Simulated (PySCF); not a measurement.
H9Si4, SMILES [SiH]([SiH3])[SiH2][SiH3], doublet (PBE0/def2-SVP optimised geometry):

```
13

Si    -0.820     1.877     3.989
Si    -0.490    -0.427     3.823
Si    -1.303    -1.485     1.908
Si    -0.504    -0.372     0.000
H     -0.034     2.420     5.139
H     -2.262     2.230     4.191
H     -0.347     2.524     2.726
H     -0.785    -1.161     5.095
H     -0.827    -2.905     1.898
H     -2.803    -1.502     1.881
H     -0.991    -1.044    -1.244
H     -0.984     1.044     0.000
H      0.991    -0.372     0.000
```

Level of theory: PySCF with unrestricted PBE0/def2-TZVP.

Question: What are the frontier orbital energies (α orbitals alone; a β orbital can be the lowest empty one) and the dipole moment?

Answer: HOMO-2 -8.42 eV, HOMO-1 -8.07 eV, HOMO -6.16 eV, LUMO -0.41 eV, LUMO+1 -0.33 eV; dipole moment 0.08 D.

On the same geometry unrestricted PBE/def2-TZVP (PySCF) gives HOMO-2 -7.29 eV, HOMO-1 -7.02 eV, HOMO -5.15 eV, LUMO -1.22 eV, LUMO+1 -1.15 eV; dipole moment 0.08 D.

Meta-Löwdin charges at PBE0/def2-TZVP: Si1 0.22, Si2 0.01, Si3 0.12, Si4 0.21, H5 -0.07, H6 -0.07, H7 -0.07, H8 -0.05, H9 -0.06, H10 -0.06, H11 -0.07, H12 -0.07, H13 -0.07.
